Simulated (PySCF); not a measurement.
Cartesian coordinates in Å; atom numbers follow the order of the lines, from 1:
```xyz
23

C    -1.7018   -0.6936    1.0407
C    -0.9560    0.0604   -0.0630
C    -1.3792   -0.5210   -1.4191
C    -1.3469    1.5429    0.0120
C     0.5513   -0.0575    0.0730
C     1.1758   -0.7733    1.0890
C     2.5609   -0.8256    1.1329
N     3.3476   -0.2293    0.2562
C     2.7617    0.4534   -0.7132
C     1.3897    0.5692   -0.8480
H    -1.4735   -1.7568    1.0118
H    -1.4477   -0.3017    2.0232
H    -2.7745   -0.5770    0.8998
H    -0.9303    0.0265   -2.2433
H    -2.4607   -0.4696   -1.5250
H    -1.0737   -1.5625   -1.4963
H    -2.4279    1.6464   -0.0519
H    -0.9022    2.1120   -0.7998
H    -1.0135    1.9752    0.9533
H     0.6111   -1.2907    1.8464
H     3.0671   -1.3769    1.9156
H     3.4311    0.9314   -1.4172
H     0.9871    1.1449   -1.6670
```

How the numbers were obtained: coordinates at the GFN2-xTB level, shieldings: GIAO PBE0/pcSseg-1, in PySCF 2.14 (no relativistic terms, one averaged value for each set of equivalent atoms, gas phase, single conformer).

Chemical shifts δ = σref − σ; ¹³C and ¹H vs TMS; ¹⁵N vs NH3, all at this level.

| atoms | nucleus | count | Hirshfeld charge | δ (ppm) |
| --- | --- | --- | --- | --- |
| C2 | ¹³C | 1 | 0.03 | 36.6 |
| C7/C9 | ¹³C | 2 | 0.01 | 155.9 |
| C5 | ¹³C | 1 | 0.03 | 165.1 |
| N8 | ¹⁵N | 1 | -0.17 | ? |
| H11/H12/H13/H14/H15/H16/H17/H18/H19 | ¹H | 9 | 0.04 | 1.34 |
| C1/C3/C4 | ¹³C | 3 | -0.12 | ? |
| H21/H22 | ¹H | 2 | 0.05 | 8.92 |
| H20/H23 | ¹H | 2 | 0.05 | ? |
| C6/C10 | ¹³C | 2 | -0.06 | 125.3 |

Task: Fill in the missing shifts.

Result: 
- C1/C3/C4: 32.7 ppm, methyl carbon; a saturated carbon with 1 carbon neighbour and no heteroatom attached
- H20/H23: 7.37 ppm, hydrogen on an aromatic CH; ring-current deshielding
- N8: 353.4 ppm, pyridine-type ring nitrogen

Shifts are as computed. Against solution values, carbons near 30 ppm lie about +3 ppm off and those near 130 ppm about +5 ppm. Of 1211 compounds with measured shifts, 218 miss one by over three times the rms of a fit or turn the order of signals round; such compounds aren't used in these exercises. Experimental scales use liquid or dissolved standards, which lie at an offset from isolated NH3 (liquid NH3: subtract about 20 ppm). Unscaled 15N shifts of sp2 nitrogen come out 20 to 40 ppm too high even then.
